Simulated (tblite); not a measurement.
Compound: C4H8FO2Si (doublet state).
Atom-mapped SMILES: `[CH2:1]=[C:2]([F:3])[C@H:4]([O:5])[CH2:6][SiH2:7][OH:8]` (hydrogens: H9, H10 on C1; H11 on C4; H12, H13 on C6; H14, H15 on Si7; H16 on O8)
Bond orders are those of one Lewis drawing.

Computed with GFN2-xTB (tblite), gas phase: L-BFGS steps from a force-field or distance-geometry start until the largest atomic force falls under 0.01 eV/Å.

Step 55: E = -739.1309 eV
```
atom  x, y, z in Å  |  force x, y, z in eV/Å
C1      2.2785   -0.7814    0.2871   -0.002  -0.017  -0.010
C2      1.5160    0.2781    0.4805   -0.001  -0.029   0.040
F3      1.3934    0.7941    1.7175   -0.048   0.028   0.053
C4      0.7410    1.0214   -0.5823   -0.005   0.039  -0.040
O5      0.9681    2.3121   -0.6665    0.007   0.054  -0.005
C6     -0.7901    0.9943   -0.2158   -0.005  -0.006   0.004
Si7    -1.4171   -0.7963   -0.0070   -0.022  -0.002   0.008
O8     -2.9314   -0.6778   -0.5689   -0.025  -0.011   0.011
H9      2.3917   -1.2036   -0.6906    0.016  -0.029  -0.064
H10     2.8215   -1.2364    1.0949    0.028   0.000   0.039
H11     0.8549    0.4792   -1.5422    0.014  -0.032  -0.043
H12    -0.9086    1.5772    0.6965   -0.008   0.005  -0.003
H13    -1.3260    1.5132   -1.0088   -0.006   0.001   0.013
H14    -1.3989   -1.1693    1.4056    0.024  -0.014  -0.005
H15    -0.6260   -1.7135   -0.8269   -0.018  -0.024   0.002
H16    -3.5744   -1.3824   -0.5432    0.050   0.039  -0.002
```

Step 56: E = -739.1320 eV
```
atom  x, y, z in Å  |  force x, y, z in eV/Å
C1      2.2940   -0.7743    0.2912   -0.036  -0.018  -0.007
C2      1.5134    0.2727    0.4819    0.020  -0.054   0.043
F3      1.3690    0.7803    1.7201   -0.045   0.023   0.067
C4      0.7419    1.0134   -0.5841   -0.046   0.037  -0.037
O5      0.9711    2.3032   -0.6699    0.023   0.093  -0.018
C6     -0.7903    0.9959   -0.2188    0.000  -0.022   0.006
Si7    -1.4230   -0.7925   -0.0103   -0.030  -0.023   0.019
O8     -2.9443   -0.6705   -0.5535   -0.020  -0.021   0.017
H9      2.4232   -1.1896   -0.6875    0.018  -0.027  -0.064
H10     2.8290   -1.2309    1.1033    0.037   0.011   0.038
H11     0.8539    0.4687   -1.5423    0.021  -0.036  -0.053
H12    -0.9056    1.5804    0.6932   -0.016   0.003  -0.019
H13    -1.3246    1.5130   -1.0143    0.005   0.012   0.026
H14    -1.3881   -1.1771    1.3998    0.023  -0.005  -0.023
H15    -0.6442   -1.7042   -0.8482   -0.013  -0.028   0.006
H16    -3.5830   -1.3795   -0.5305    0.059   0.056  -0.002
```

Step 57: E = -739.1333 eV
```
atom  x, y, z in Å  |  force x, y, z in eV/Å
C1      2.3125   -0.7661    0.2963   -0.068  -0.013   0.001
C2      1.5104    0.2658    0.4834    0.028  -0.064   0.035
F3      1.3371    0.7631    1.7233   -0.031  -0.006   0.049
C4      0.7430    1.0051   -0.5874   -0.068   0.023  -0.019
O5      0.9773    2.2936   -0.6748    0.027   0.101  -0.034
C6     -0.7905    0.9974   -0.2224    0.010  -0.035   0.004
Si7    -1.4303   -0.7886   -0.0135   -0.027  -0.042   0.021
O8     -2.9600   -0.6605   -0.5326   -0.013  -0.028   0.023
H9      2.4641   -1.1716   -0.6844    0.012  -0.010  -0.029
H10     2.8371   -1.2240    1.1153    0.038   0.027   0.014
H11     0.8521    0.4562   -1.5439    0.029  -0.023  -0.044
H12    -0.9024    1.5838    0.6890   -0.023   0.001  -0.037
H13    -1.3230    1.5126   -1.0206    0.015   0.023   0.040
H14    -1.3733   -1.1880    1.3926    0.020   0.005  -0.041
H15    -0.6688   -1.6947   -0.8740   -0.010  -0.028   0.015
H16    -3.5928   -1.3753   -0.5161    0.060   0.068   0.000
```

Step 58: E = -739.1342 eV
```
atom  x, y, z in Å  |  force x, y, z in eV/Å
C1      2.3228   -0.7612    0.2995   -0.064  -0.021   0.010
C2      1.5084    0.2614    0.4842   -0.002  -0.035   0.011
F3      1.3149    0.7519    1.7248   -0.013  -0.033   0.027
C4      0.7436    1.0016   -0.5907   -0.054   0.003   0.002
O5      0.9840    2.2894   -0.6784    0.013   0.063  -0.043
C6     -0.7903    0.9977   -0.2247    0.019  -0.037  -0.001
Si7    -1.4347   -0.7868   -0.0142   -0.006  -0.041   0.011
O8     -2.9688   -0.6527   -0.5179   -0.016  -0.024   0.024
H9      2.4908   -1.1596   -0.6827    0.003   0.006   0.011
H10     2.8410   -1.2193    1.1238    0.031   0.037  -0.015
H11     0.8507    0.4491   -1.5467    0.031   0.004  -0.016
H12    -0.9011    1.5853    0.6863   -0.022   0.000  -0.043
H13    -1.3226    1.5121   -1.0237    0.018   0.028   0.043
H14    -1.3619   -1.1966    1.3880    0.016   0.011  -0.037
H15    -0.6876   -1.6916   -0.8887   -0.001  -0.028   0.014
H16    -3.5968   -1.3717   -0.5088    0.047   0.067   0.001
```

**Question.** Estimate the geometry and energy of step 59. (The exact step hangs on the optimiser's Hessian estimate; all steps are aligned on step 58, rigid shifts and turns removed.)

**Answer.** E = -739.1351 eV, largest force 0.056 eV/Å
```
atom  x, y, z in Å  |  force x, y, z in eV/Å
C1      2.3258   -0.7597    0.3009   -0.046  -0.023   0.013
C2      1.5072    0.2595    0.4847   -0.037   0.006  -0.014
F3      1.3039    0.7469    1.7255    0.001  -0.049   0.010
C4      0.7436    1.0018   -0.5928   -0.014  -0.005   0.012
O5      0.9894    2.2896   -0.6805   -0.013  -0.005  -0.040
C6     -0.7898    0.9967   -0.2258    0.018  -0.026  -0.008
Si7    -1.4363   -0.7872   -0.0138    0.014  -0.024  -0.008
O8     -2.9713   -0.6478   -0.5117   -0.017  -0.011   0.024
H9      2.5020   -1.1544   -0.6821   -0.005   0.014   0.033
H10     2.8430   -1.2161    1.1274    0.021   0.037  -0.030
H11     0.8510    0.4475   -1.5493    0.027   0.031   0.015
H12    -0.9020    1.5849    0.6845   -0.014   0.000  -0.035
H13    -1.3229    1.5117   -1.0239    0.017   0.025   0.034
H14    -1.3560   -1.2021    1.3850    0.012   0.010  -0.012
H15    -0.6981   -1.6943   -0.8926    0.013  -0.032   0.004
H16    -3.5971   -1.3681   -0.5057    0.024   0.051   0.001
```

The energy changes by -0.0009 eV. The first-order estimate −F·Δx gives -0.0012 eV and the mean of the old and new forces, exact on a quadratic surface, -0.0009 eV. The step makes an angle of 77° with the force vector and moves no atom by more than 0.012 Å.

The cost below is that of the whole relaxation. On Arm Neoverse V2, one thread (shared host), this took 0.52 s of wall time.
